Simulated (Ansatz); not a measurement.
## Molecular dynamics of AlClH3NO

input.yaml

```yaml
crystal:
  periodic: [false, false, false]
  atoms:
    - { symbol: Al, position_ang: [0.116112, -0.181799, 0.157863] }
    - { symbol: "N", position_ang: [-0.032991, 0.0441, 1.847965] }
    - { symbol: H, position_ang: [-0.921647, 0.145945, 2.360081] }
    - { symbol: H, position_ang: [0.760273, 0.097952, 2.504736] }
    - { symbol: O, position_ang: [1.638703, -0.334344, -0.54985] }
    - { symbol: H, position_ang: [1.500682, -0.459136, -1.546795] }
    - { symbol: Cl, position_ang: [-1.609431, -0.264618, -1.0039] }
basis:
  gaussian: { orbitals: STO-3G }
hamiltonian:
  xc: cam_b3lyp
md:
  timestep: 1.0
  n_steps: 300
  ensemble: nvt_langevin
  temperature: 500.0
  initial_velocities: maxwell_boltzmann
  seed: 51208
  friction: 0.001
```

Launched with:

```bash
$ ansatz run input.yaml --threads 1 --pin off --max-ram 2048MiB --backend cpu --events-out ev --progress --plain --runs-dir out
```

It starts from a relaxed structure.

Output, in part (one step line in 6, the closing report, with atoms numbered from 0):

```
md step     0: t =     0.00 fs  T =   428.6 K  F+E_penalty+E_count = -22442.54880313 eV  E_kin = 0.387780 eV  (21 SCF iters)
md step     6: t =     6.00 fs  T =   228.3 K  F+E_penalty+E_count = -22442.31836997 eV  E_kin = 0.206545 eV  (26 SCF iters)
md step    12: t =    12.00 fs  T =   301.6 K  F+E_penalty+E_count = -22442.38144610 eV  E_kin = 0.272897 eV  (26 SCF iters)
md step    18: t =    18.00 fs  T =   339.4 K  F+E_penalty+E_count = -22442.40203412 eV  E_kin = 0.307068 eV  (26 SCF iters)
md step    24: t =    24.00 fs  T =    91.7 K  F+E_penalty+E_count = -22442.15699260 eV  E_kin = 0.083007 eV  (26 SCF iters)
md step    30: t =    30.00 fs  T =   253.5 K  F+E_penalty+E_count = -22442.32706236 eV  E_kin = 0.229367 eV  (26 SCF iters)
md step    36: t =    36.00 fs  T =   200.0 K  F+E_penalty+E_count = -22442.26660362 eV  E_kin = 0.180974 eV  (26 SCF iters)
md step    42: t =    42.00 fs  T =   151.0 K  F+E_penalty+E_count = -22442.21829863 eV  E_kin = 0.136659 eV  (26 SCF iters)
md step    48: t =    48.00 fs  T =   301.1 K  F+E_penalty+E_count = -22442.34975418 eV  E_kin = 0.272414 eV  (26 SCF iters)
md step    54: t =    54.00 fs  T =   291.5 K  F+E_penalty+E_count = -22442.33617509 eV  E_kin = 0.263791 eV  (26 SCF iters)
md step    60: t =    60.00 fs  T =   305.5 K  F+E_penalty+E_count = -22442.34661221 eV  E_kin = 0.276466 eV  (26 SCF iters)
md step    66: t =    66.00 fs  T =   327.4 K  F+E_penalty+E_count = -22442.34756573 eV  E_kin = 0.296224 eV  (26 SCF iters)
md step    72: t =    72.00 fs  T =   342.2 K  F+E_penalty+E_count = -22442.37515703 eV  E_kin = 0.309659 eV  (26 SCF iters)
md step    78: t =    78.00 fs  T =   338.4 K  F+E_penalty+E_count = -22442.38280567 eV  E_kin = 0.306154 eV  (26 SCF iters)
md step    84: t =    84.00 fs  T =   275.8 K  F+E_penalty+E_count = -22442.30702212 eV  E_kin = 0.249538 eV  (26 SCF iters)
md step    90: t =    90.00 fs  T =   330.0 K  F+E_penalty+E_count = -22442.36700572 eV  E_kin = 0.298628 eV  (26 SCF iters)
md step    96: t =    96.00 fs  T =   271.3 K  F+E_penalty+E_count = -22442.31651784 eV  E_kin = 0.245505 eV  (26 SCF iters)
md step   102: t =   102.00 fs  T =   167.1 K  F+E_penalty+E_count = -22442.22117368 eV  E_kin = 0.151203 eV  (22 SCF iters)
md step   108: t =   108.00 fs  T =   290.3 K  F+E_penalty+E_count = -22442.32230670 eV  E_kin = 0.262667 eV  (26 SCF iters)
md step   114: t =   114.00 fs  T =   295.3 K  F+E_penalty+E_count = -22442.33000741 eV  E_kin = 0.267152 eV  (25 SCF iters)
md step   120: t =   120.00 fs  T =   259.6 K  F+E_penalty+E_count = -22442.31389860 eV  E_kin = 0.234868 eV  (22 SCF iters)
md step   126: t =   126.00 fs  T =   347.9 K  F+E_penalty+E_count = -22442.42000963 eV  E_kin = 0.314762 eV  (26 SCF iters)
md step   132: t =   132.00 fs  T =   358.1 K  F+E_penalty+E_count = -22442.39790660 eV  E_kin = 0.324041 eV  (26 SCF iters)
md step   138: t =   138.00 fs  T =   341.0 K  F+E_penalty+E_count = -22442.33724544 eV  E_kin = 0.308538 eV  (26 SCF iters)
md step   144: t =   144.00 fs  T =   391.2 K  F+E_penalty+E_count = -22442.38849581 eV  E_kin = 0.353950 eV  (26 SCF iters)
md step   150: t =   150.00 fs  T =   414.0 K  F+E_penalty+E_count = -22442.36165040 eV  E_kin = 0.374598 eV  (25 SCF iters)
md step   156: t =   156.00 fs  T =   302.8 K  F+E_penalty+E_count = -22442.25721161 eV  E_kin = 0.273935 eV  (26 SCF iters)
md step   162: t =   162.00 fs  T =   334.2 K  F+E_penalty+E_count = -22442.31489532 eV  E_kin = 0.302392 eV  (26 SCF iters)
md step   168: t =   168.00 fs  T =   299.1 K  F+E_penalty+E_count = -22442.27940534 eV  E_kin = 0.270637 eV  (26 SCF iters)
md step   174: t =   174.00 fs  T =   323.6 K  F+E_penalty+E_count = -22442.29934193 eV  E_kin = 0.292775 eV  (26 SCF iters)
md step   180: t =   180.00 fs  T =   289.9 K  F+E_penalty+E_count = -22442.29106469 eV  E_kin = 0.262311 eV  (26 SCF iters)
md step   186: t =   186.00 fs  T =   337.3 K  F+E_penalty+E_count = -22442.32854413 eV  E_kin = 0.305219 eV  (26 SCF iters)
md step   192: t =   192.00 fs  T =   383.2 K  F+E_penalty+E_count = -22442.36467287 eV  E_kin = 0.346685 eV  (26 SCF iters)
md step   198: t =   198.00 fs  T =   370.0 K  F+E_penalty+E_count = -22442.30259115 eV  E_kin = 0.334817 eV  (26 SCF iters)
md step   204: t =   204.00 fs  T =   484.7 K  F+E_penalty+E_count = -22442.42669440 eV  E_kin = 0.438537 eV  (26 SCF iters)
md step   210: t =   210.00 fs  T =   441.0 K  F+E_penalty+E_count = -22442.39335418 eV  E_kin = 0.399018 eV  (26 SCF iters)
md step   216: t =   216.00 fs  T =   318.6 K  F+E_penalty+E_count = -22442.26105396 eV  E_kin = 0.288318 eV  (24 SCF iters)
md step   222: t =   222.00 fs  T =   477.5 K  F+E_penalty+E_count = -22442.36780885 eV  E_kin = 0.432006 eV  (25 SCF iters)
md step   228: t =   228.00 fs  T =   262.8 K  F+E_penalty+E_count = -22442.12978969 eV  E_kin = 0.237764 eV  (26 SCF iters)
md step   234: t =   234.00 fs  T =   342.0 K  F+E_penalty+E_count = -22442.19487945 eV  E_kin = 0.309475 eV  (26 SCF iters)
md step   240: t =   240.00 fs  T =   472.5 K  F+E_penalty+E_count = -22442.29579467 eV  E_kin = 0.427521 eV  (26 SCF iters)
md step   246: t =   246.00 fs  T =   168.2 K  F+E_penalty+E_count = -22442.01012015 eV  E_kin = 0.152170 eV  (26 SCF iters)
md step   252: t =   252.00 fs  T =   473.1 K  F+E_penalty+E_count = -22442.27826047 eV  E_kin = 0.428065 eV  (25 SCF iters)
md step   258: t =   258.00 fs  T =   483.6 K  F+E_penalty+E_count = -22442.26003680 eV  E_kin = 0.437574 eV  (22 SCF iters)
md step   264: t =   264.00 fs  T =   354.9 K  F+E_penalty+E_count = -22442.13657515 eV  E_kin = 0.321148 eV  (26 SCF iters)
md step   270: t =   270.00 fs  T =   588.6 K  F+E_penalty+E_count = -22442.35662907 eV  E_kin = 0.532589 eV  (26 SCF iters)
md step   276: t =   276.00 fs  T =   451.2 K  F+E_penalty+E_count = -22442.23362074 eV  E_kin = 0.408293 eV  (26 SCF iters)
md step   282: t =   282.00 fs  T =   429.5 K  F+E_penalty+E_count = -22442.23084925 eV  E_kin = 0.388621 eV  (26 SCF iters)
md step   288: t =   288.00 fs  T =   524.0 K  F+E_penalty+E_count = -22442.32355945 eV  E_kin = 0.474084 eV  (26 SCF iters)
md step   294: t =   294.00 fs  T =   442.0 K  F+E_penalty+E_count = -22442.23261622 eV  E_kin = 0.399941 eV  (26 SCF iters)
md step   300: t =   300.00 fs  T =   354.2 K  F+E_penalty+E_count = -22442.18961479 eV  E_kin = 0.320488 eV  (21 SCF iters)
Total energy: -22442.18970412 eV, -824.7352597638 hartree
Atom 0 at     0.179866     0.366570     0.050961 Å, force    -3.896983     0.923539    -0.377342 eV/Å
Atom 1 at    -0.687171     1.037052     1.388103 Å, force     1.728285    -0.937602    -2.325065 eV/Å
Atom 2 at    -1.648948     1.314674     1.480760 Å, force    -0.976563     0.433434     0.366522 eV/Å
Atom 3 at    -0.112189     1.082087     2.205948 Å, force     0.108471     0.503285     1.997504 eV/Å
Atom 4 at     1.626222    -0.285895     0.272830 Å, force     3.212488    -1.634068    -0.077892 eV/Å
Atom 5 at     1.933544    -0.889021    -0.494234 Å, force    -0.302830     0.638218     0.565449 eV/Å
Atom 6 at    -0.932956    -0.003911    -1.672350 Å, force     0.127131     0.073194    -0.149175 eV/Å
Dipole moment:     0.363315     0.126770     0.412501 e Å
```

The run went to its last step. The mean temperature of the second half is 22 % below the set value. A run of 0.3 ps of so small a system gives no equilibrium averages. Limits of this set-up: minimal basis.

The same pairs are bonded in the first frame and the last. Pairs count as bonded within 1.25 times the sum of covalent radii (0.12 Å more for H–H).

Last frame:

```xyz
7
Properties=species:S:1:pos:R:3
Al 0.180 0.367 0.051
N -0.687 1.037 1.388
H -1.649 1.315 1.481
H -0.112 1.082 2.206
O 1.626 -0.286 0.273
H 1.933 -0.889 -0.494
Cl -0.933 -0.004 -1.672
```

Run time: 7.5 min on 1 thread of Arm Neoverse V1 (shared host), peak memory 0.09 GiB.
